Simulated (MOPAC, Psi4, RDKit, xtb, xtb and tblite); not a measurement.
Two geometries of SMILES O(C)C(=O)[SiH2]C=O, relaxed at GFN2-xTB with one dihedral held; other torsions can differ between them too.

Structure A

```
13

C      2.3006    -0.7135    -0.5637
O      1.6934     0.5568    -0.4125
C      0.6811     0.7071     0.4499
O     -0.0565     1.6548     0.3388
Si     0.5337    -0.3727     2.0525
C      2.1875    -0.0343     2.9782
O      3.2040    -0.6476     2.7663
H      3.0705    -0.5817    -1.3219
H      2.7655    -1.0554     0.3645
H      1.5730    -1.4511    -0.9095
H      0.4500    -1.8021     1.7546
H     -0.5806     0.1632     2.8202
H      2.2001     0.7897     3.7224
```

Structure B

```
13

C     -2.0715    -0.5493    -0.9179
O     -1.8874     0.6464    -0.1850
C     -0.9900     0.5818     0.8441
O     -1.3337     0.7823     1.9746
Si     0.8754     0.5612     0.3337
C      1.4634    -1.2584     0.5408
O      1.5194    -2.0501    -0.3665
H     -2.6155    -0.2779    -1.8206
H     -2.6581    -1.2634    -0.3336
H     -1.1116    -1.0052    -1.1879
H      0.9712     0.9609    -1.0665
H      1.5925     1.3907     1.2941
H      1.7308    -1.5924     1.5662
```

**Question.** Which is lower in energy at the level DF-MP2 (frozen core)/cc-pVTZ // GFN2-xTB (Psi4 1.11), and by how much?

**Answer.** A is lower, by 5.42 kcal/mol (dihedral C1–O2–C3–Si5: 30° in A, 75° in B).

E(B) − E(A) in kcal/mol at the other levels, on the same two geometries: GFN2-xTB (xtb and tblite) 6.13; MMFF94 // GFN2-xTB (RDKit) 2.62; PBE0/def2-TZVP // GFN2-xTB (Psi4) 5.38; PBE0-D3(BJ)/def2-TZVP // GFN2-xTB (Psi4) 5.60; PBE/def2-TZVP // GFN2-xTB (Psi4) 5.61; PBE-D3(BJ)/def2-TZVP // GFN2-xTB (Psi4) 5.86; HF/cc-pVTZ // GFN2-xTB (Psi4) 3.77; UFF // GFN2-xTB (RDKit) 5.69; AM1, restricted, heats of formation // GFN2-xTB (MOPAC) 0.68; PM6, restricted, heats of formation // GFN2-xTB (MOPAC) 3.58; GFN1-xTB // GFN2-xTB (xtb) 5.31.
